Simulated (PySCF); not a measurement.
C3H8OSi2, SMILES CO[Si@@H]1C=C[SiH2]1. Atoms are numbered in the order given.

```xyz
14

C      2.9663    -0.4385     0.2652
O      1.7482     0.2689     0.2361
Si     0.2268    -0.3903     0.4199
C     -0.7057    -0.9457    -1.1292
C     -1.8226    -0.1709    -1.1358
Si    -1.6271     1.0372     0.3178
H      3.7854     0.2687     0.4714
H      3.1739    -0.9292    -0.7037
H      2.9769    -1.2166     1.0523
H      0.3255    -1.4627     1.4630
H     -0.5151    -1.7243    -1.8805
H     -2.6271    -0.2843    -1.8752
H     -2.7134     1.0121     1.3451
H     -1.4153     2.4579    -0.0907
```

Geometry: B3LYP-D3(BJ)/def2-SVP. The structure was generated by enumeration; whether it is a known compound was not checked. One conformer was computed; it need not be the lowest.

All values below come from PySCF with B3LYP-D3(BJ)/def2-SVP.

Frequencies are harmonic and unscaled.

Give all harmonic wavenumbers and intensities. (An estimate is asked for; the answer gives what the named calculation found.)


| mode | ν (cm⁻¹) | IR (km/mol) | moving atoms (share of kinetic energy) |
|---|---|---|---|
| 1 | 47 | 2.9 | C 42 %, H 26 %, O 18 %, Si 13 % |
| 2 | 99 | 0.1 | H 95 % |
| 3 | 108 | 1.1 | Si 35 %, C 35 %, H 21 %, O 9 % |
| 4 | 165 | 2.4 | H 30 %, O 28 %, C 27 %, Si 15 % |
| 5 | 241 | 4.3 | O 33 %, C 28 %, Si 20 %, H 19 % |
| 6 | 299 | 7.2 | H 39 %, C 33 %, O 17 %, Si 11 % |
| 7 | 411 | 6.8 | Si 37 %, H 31 %, C 21 %, O 11 % |
| 8 | 447 | 4.0 | Si 66 %, C 20 %, H 13 % |
| 9 | 517 | 7.2 | H 53 %, Si 33 %, C 13 % |
| 10 | 592 | 4.1 | H 90 % |
| 11 | 662 | 58.1 | H 74 %, C 18 % |
| 12 | 676 | 2.6 | C 38 %, H 38 %, Si 16 % |
| 13 | 731 | 74.5 | C 47 %, H 36 %, Si 16 % |
| 14 | 762 | 122.9 | H 70 %, C 19 % |
| 15 | 778 | 7.7 | H 37 %, Si 32 %, O 17 %, C 14 % |
| 16 | 786 | 87.5 | H 48 %, Si 24 %, C 19 %, O 8 % |
| 17 | 869 | 239.3 | H 78 %, Si 16 % |
| 18 | 959 | 126.8 | H 94 % |
| 19 | 1028 | 0.6 | H 77 %, C 23 % |
| 20 | 1058 | 5.9 | H 96 % |
| 21 | 1145 | 286.8 | O 42 %, C 34 %, H 22 % |
| 22 | 1176 | 1.6 | H 77 %, C 19 % |
| 23 | 1209 | 111.8 | H 56 %, C 22 %, O 21 % |
| 24 | 1279 | 27.8 | H 65 %, C 34 % |
| 25 | 1470 | 2.8 | H 96 % |
| 26 | 1476 | 16.8 | H 91 %, C 8 % |
| 27 | 1481 | 3.2 | H 94 % |
| 28 | 1542 | 0.7 | C 96 % |
| 29 | 2169 | 147.6 | H 97 % |
| 30 | 2198 | 142.0 | H 97 % |
| 31 | 2208 | 110.7 | H 96 % |
| 32 | 2984 | 86.4 | H 97 % |
| 33 | 3052 | 43.4 | H 90 %, C 10 % |
| 34 | 3098 | 34.3 | H 91 %, C 9 % |
| 35 | 3114 | 9.3 | H 92 % |
| 36 | 3135 | 26.4 | H 91 %, C 9 % |
